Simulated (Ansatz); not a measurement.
Species: H2ClGa, SMILES `[Cl][GaH2]` (charge 0, multiplicity 1).

Question: Give a relaxed geometry from B3LYP-D3(BJ)/def2-TZVP in Ansatz (a first-principles code).

Answer: the end point of this relaxation (outside a Z-matrix the atoms follow the SMILES, hydrogens last).
Z-matrix (Å, degrees):
```
Ga
H 1 1.5569
H 1 1.5569 2 129.86
Cl 1 2.1661 2 115.07 3 180.00
```
